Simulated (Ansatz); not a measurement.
# H4OSiSn: structure from calculated spectroscopic constants

These gas-phase data were calculated for one isomer of H4OSiSn at BLYP-D3(BJ)/def2-SVP (harmonic, unscaled wavenumbers; equilibrium rotational constants with average atomic masses):

| Property | Result |
| --- | --- |
| rotational constants | 33.76, 1.525, 1.485 GHz |
| all wavenumbers above 1500 cm⁻¹ | 2149, 2146, 2134, 1560 |

Candidates:

(1) `[OH][Sn][SiH3]`, a singlet
(2) `O[SiH2][SnH]`, a singlet
(3) `[SiH3][O][SnH]`, a singlet

Assign the data to one candidate and say why.

Candidate (3). No mode falls between 3300 and 4000 cm⁻¹, where the O–H stretch of (1), (2) would stand.

The same quantities for all candidates:

|  | rotational constants (GHz) | wavenumbers above 1500 cm⁻¹ | E above the lowest, BLYP-D3(BJ)/def2-SVP (kcal/mol) |
| --- | --- | --- | --- |
| (1) | 7.347, 2.452, 1.878 | 3647, 2124, 2106, 2092 | 16.0 |
| (2) | 15.82, 1.573, 1.462 | 3705, 2140, 2035, 1586 | 19.2 |
| (3) | 33.76, 1.525, 1.485 | 2149, 2146, 2134, 1560 | 0.0 |

Each candidate is one conformer. Atoms past krypton carry core potentials. Programs: Ansatz 0.2.0.
